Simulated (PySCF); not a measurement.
C$_{2}$H$_{9}$AlO$_{4}$Si (SMILES [CH3][Al]([CH3])[O][Si](O)(O)O), singlet, at a GFN2-xTB geometry (such geometries of metal compounds can be far from the true shape); MP2/STO-3G run with PySCF.

The PySCF input:
```python
from pyscf import gto, scf, mp

mol = gto.M(
    atom='''
Al   -0.083611    1.590593    0.930559
C     1.117525    3.024282    0.232748
H     2.164347    2.704985    0.241677
H     1.055640    3.950471    0.806066
H     0.882546    3.269118   -0.807794
C    -1.342096    1.627219    2.478961
H    -2.362704    1.383786    2.167924
H    -1.375904    2.596334    2.978950
H    -1.068800    0.881995    3.232295
O    -0.025803    0.139643    0.090612
Si    0.062616   -1.264324   -0.737812
O     1.219612   -2.207047   -0.106196
O     0.410283   -0.967273   -2.292212
O    -1.347680   -2.058223   -0.662546
H     1.045293   -2.635772    0.725870
H     1.264354   -0.600378   -2.499717
H    -2.098316   -1.693509   -1.120698
''',
    basis='sto-3g',
    charge=0,
    spin=0,
    verbose=4,
)

mf = scf.RHF(mol)
mf.kernel()

pt = mp.MP2(mf, frozen=16)
pt.kernel()
print('E(MP2) = %.10f' % pt.e_tot)
```

The log (banner, timings and long lists left out):

```
PySCF version 2.14.0

[INPUT] verbose = 4
[INPUT] num. atoms = 17
[INPUT] num. electrons = 80
[INPUT] charge = 0
[INPUT] spin (= nelec alpha-beta = 2S) = 0
[INPUT] symmetry False subgroup None
[INPUT] Mole.unit = angstrom
[INPUT] Symbol           X                Y                Z      unit          X                Y                Z       unit  Magmom
[INPUT]  1 Al    -0.083611000000   1.590593000000   0.930559000000 AA   -0.158001891001   3.005785145650   1.758501652749 Bohr   0.0
[INPUT]  2 C      1.117525000000   3.024282000000   0.232748000000 AA    2.111816187355   5.715064703452   0.439829976040 Bohr   0.0
[INPUT]  3 H      2.164347000000   2.704985000000   0.241677000000 AA    4.090023068524   5.111680821057   0.456703340607 Bohr   0.0
[INPUT]  4 H      1.055640000000   3.950471000000   0.806066000000 AA    1.994870486136   7.465308253037   1.523243978324 Bohr   0.0
[INPUT]  5 H      0.882546000000   3.269118000000  -0.807794000000 AA    1.667770232330   6.177737688886  -1.526509425067 Bohr   0.0
[INPUT]  6 C     -1.342096000000   1.627219000000   2.478961000000 AA   -2.536193872874   3.074998254689   4.684557363478 Bohr   0.0
[INPUT]  7 H     -2.362704000000   1.383786000000   2.167924000000 AA   -4.464863473414   2.614976555007   4.096782618872 Bohr   0.0
[INPUT]  8 H     -1.375904000000   2.596334000000   2.978950000000 AA   -2.600081733694   4.906360187897   5.629399638773 Bohr   0.0
[INPUT]  9 H     -1.068800000000   0.881995000000   3.232295000000 AA   -2.019739281935   1.666728993236   6.108152303801 Bohr   0.0
[INPUT] 10 O     -0.025803000000   0.139643000000   0.090612000000 AA   -0.048760603192   0.263887025213   0.171231863599 Bohr   0.0
[INPUT] 11 Si     0.062616000000  -1.264324000000  -0.737812000000 AA    0.118327091016  -2.389226092715  -1.394262611418 Bohr   0.0
[INPUT] 12 O      1.219612000000  -2.207047000000  -0.106196000000 AA    2.304732658233  -4.170714374043  -0.200681355524 Bohr   0.0
[INPUT] 13 O      0.410283000000  -0.967273000000  -2.292212000000 AA    0.775322503565  -1.827881057686  -4.331652899442 Bohr   0.0
[INPUT] 14 O     -1.347680000000  -2.058223000000  -0.662546000000 AA   -2.546746103554  -3.889477773281  -1.252030484926 Bohr   0.0
[INPUT] 15 H      1.045293000000  -2.635772000000   0.725870000000 AA    1.975317489925  -4.980887206797   1.371695502038 Bohr   0.0
[INPUT] 16 H      1.264354000000  -0.600378000000  -2.499717000000 AA    2.389282784498  -1.134549991214  -4.723780518919 Bohr   0.0
[INPUT] 17 H     -2.098316000000  -1.693509000000  -1.120698000000 AA   -3.965242562793  -3.200268199486  -2.117812288348 Bohr   0.0

nuclear repulsion = 552.771790208041
number of shells = 37
number of NR pGTOs = 171
number of NR cGTOs = 57
basis = sto-3g
ecp = {}

******** <class 'pyscf.scf.hf.RHF'> ********
method = RHF
initial guess = minao
damping factor = 0
level_shift factor = 0
DIIS = <class 'pyscf.scf.diis.CDIIS'>
diis_start_cycle = 1
diis_space = 8
diis_damp = 0
SCF conv_tol = 1e-09
SCF conv_tol_grad = None
SCF max_cycles = 50
direct_scf = True
direct_scf_tol = 1e-13
Set gradient conv threshold to 3.16228e-05
Initial guess from minao.
init E= -900.865028931742
  HOMO = -0.322430344810164  LUMO = 0.0726101416463003  gap/eV = 10.74960
cycle= 1 E= -899.987441100654  delta_E= 0.878  |g|= 0.763  |ddm|=  4.9
  HOMO = -0.13751173893414  LUMO = 0.366862826584932  gap/eV = 13.72473
cycle= 2 E= -900.202424338368  delta_E= -0.215  |g|= 0.171  |ddm|= 1.31
  HOMO = -0.285958882093057  LUMO = 0.352013395964839  gap/eV = 17.36011
cycle= 3 E= -900.212350228196  delta_E= -0.00993  |g|= 0.0434  |ddm|= 0.274
  HOMO = -0.280057836278001  LUMO = 0.348963978268719  gap/eV = 17.11656
cycle= 4 E= -900.213131161896  delta_E= -0.000781  |g|= 0.0105  |ddm|= 0.0818
  HOMO = -0.284825958403976  LUMO = 0.346774272702398  gap/eV = 17.18672
cycle= 5 E= -900.213186056973  delta_E= -5.49e-05  |g|= 0.00157  |ddm|= 0.0227
  HOMO = -0.284445640044075  LUMO = 0.346988025903744  gap/eV = 17.18219
cycle= 6 E= -900.213187610382  delta_E= -1.55e-06  |g|= 0.000375  |ddm|= 0.00376
  HOMO = -0.284424872336323  LUMO = 0.346992327223887  gap/eV = 17.18174
cycle= 7 E= -900.213187717751  delta_E= -1.07e-07  |g|= 8.01e-05  |ddm|= 0.0011
  HOMO = -0.284436675694685  LUMO = 0.34699354368637  gap/eV = 17.18209
cycle= 8 E= -900.213187722146  delta_E= -4.39e-09  |g|= 1.99e-05  |ddm|= 0.000201
  HOMO = -0.284433324035145  LUMO = 0.346992303841447  gap/eV = 17.18197
cycle= 9 E= -900.21318772249  delta_E= -3.44e-10  |g|= 3.18e-06  |ddm|= 6.43e-05
  HOMO = -0.28443297053716  LUMO = 0.346992474313622  gap/eV = 17.18196
Extra cycle  E= -900.213187722494  delta_E= -4.09e-12  |g|= 1.25e-06  |ddm|= 6.97e-06
converged SCF energy = -900.213187722494

******** <class 'pyscf.mp.mp2.RMP2'> ********
nocc = 24, nmo = 41
frozen orbitals 16
E(RMP2) = -900.504227427417  E_corr = -0.29103970492214
E(SCS-RMP2) = -900.524599215582  E_corr = -0.311411493087336
E_corr(same-spin) = -0.0436570994068063
E_corr(oppo-spin) = -0.247382605515334
E(MP2) = -900.5042274274
```
